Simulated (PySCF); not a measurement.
**Question.** What does the PBE0-D3(BJ)/def2-SVP structure of InChI=1S/C7H8FNSi/c1-3-10(2)9-6-4-5-7(9)8/h1,4-6,10H,2H3/t10-/m0/s1 look like in three dimensions?

**Answer.** 
```
atom  x, y, z in Å
C1    -2.4849    2.4862    0.1149
C2    -1.9512    1.4202   -0.1283
Si3   -1.1838   -0.2028   -0.4916
C4    -1.8509   -1.5133    0.6466
N5     0.5831   -0.0737   -0.3075
C6     1.5365   -0.1875   -1.3131
C7     2.7829   -0.0328   -0.7624
C8     2.6183    0.1893    0.6409
C9     1.2687    0.1543    0.8523
F10    0.5769    0.3059    1.9724
H11   -2.9490    3.4320    0.3331
H12   -1.3655   -0.5281   -1.9314
H13   -2.9414   -1.6071    0.5333
H14   -1.3869   -2.4855    0.4208
H15   -1.6278   -1.2525    1.6915
H16    1.2337   -0.3720   -2.3411
H17    3.7271   -0.0727   -1.3023
H18    3.3842    0.3531    1.3944
```

Any rigid rotation of these coordinates is as good. Atoms count from 1 in this order. The 2 C–Si bonds span 1.832 Å (C2–Si3, drawn single) to 1.859 Å (Si3–C4, drawn single), a spread of 0.027 Å. The C–C distances run from 1.217 Å (C1≡C2, drawn triple) to 1.430 Å (C7–C8, aromatic), a spread of 0.213 Å. Of the pairs four or more bonds apart, F10···H15 is among the closest relative to their van der Waals radii: 2.71 Å, 102 % of the sum of Bondi's values. The 2 C–N bonds span 1.366 Å (N5–C9, aromatic) to 1.390 Å (N5–C6, aromatic), a spread of 0.024 Å.

Bonds between heavy atoms (Å): C1≡C2 1.217, C2–Si3 1.832, Si3–C4 1.859, Si3–N5 1.781, N5–C6 1.390, C6–C7 1.371, C7–C8 1.430, C8–C9 1.366, C9–F10 1.325, N5–C9 1.366.

The calculation used PBE0-D3(BJ)/def2-SVP geometry optimisation, gas phase (PySCF 2.14.0).

Point group: C1 (no symmetry element, even within 0.4 Å). No frequency check. One conformer, not necessarily the lowest (C2–Si3–N5–C6 -114°).

Time: 8.1 min of wall time; peak memory 0.92 GiB. Hardware: one thread, Intel Xeon at 2.50 GHz (x86_64) (shared host). That covers the optimisation of the geometry.
